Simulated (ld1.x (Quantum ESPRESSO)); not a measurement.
## BLYP PAW dataset for neon (Ne), scalar-relativistic all-electron reference.

ld1.x (Quantum ESPRESSO) 7.5 input, shortened:

```
&input
   title='Ne', zed=10., rel=1, dft='BLYP', iswitch=3,
   config='[He] 2s2 2p5.5 3d-2'
 /
 &inputp
   pseudotype=3, lpaw=.true., tm=.true., lloc=-1, rcloc=0.85,
   nlcc=.false.,
   which_augfun='BESSEL', rmatch_augfun=0.70
 /
5
2S  1  0   2.00   0.00  0.70  0.75  0.0
2S  1  0   0.00  -2.90  0.70  0.75  0.0
2P  2  1   5.50   0.00  0.95  1.15  0.0
2P  2  1   0.00  -0.45  0.95  1.15  0.0
3D  3  2  -2.00  -0.10  0.65  0.85  0.0
 &test
   configts(1)='2s2 2p5.5'
 /
```

All-electron outer shells of the reference configuration (BLYP, scalar-relativistic, ld1.x):

| shell | level (eV) | outermost node (bohr) | outermost maximum (bohr) |
| --- | --- | --- | --- |
| 2s | -45.45 | 0.22 | 0.68 |
| 2p | -22.33 | – | 0.61 |

(1) Estimate the cutoffs (Ry, on a coarse ladder) from which the occupation-weighted sum of valence levels, in a spherical-Bessel basis at the reference potential, stays within 10 and 1 mRy of its value at 400 Ry.

(2) What does a ghost test show?

(3) Is the overlap operator S = 1 + Σ q|β⟩⟨β| positive definite (Bessel basis up to 400 Ry)?

(4) Which valence shell sets the plane-wave cutoff?

(5) Tests: 2s2 2p6; 2s2 2p5; 2s2 2p4; 2s2 2p3; 2s1 2p6; 2s2 2p2. Which has the largest error in its energy relative to the reference configuration, and how large is it?

## Answers

(1) 55 Ry and 110 Ry.

(2) No extra level below or beside the all-electron valence levels (s, p, d, f tested).

(3) Yes: its lowest eigenvalue is 0.56 (s channel).

(4) 2p: its level needs 60 Ry to come within 1 mRy, against 45 Ry for 2s.

(5) 2s2 2p2, with -25 meV (all-electron minus pseudo) on +219.12 eV.
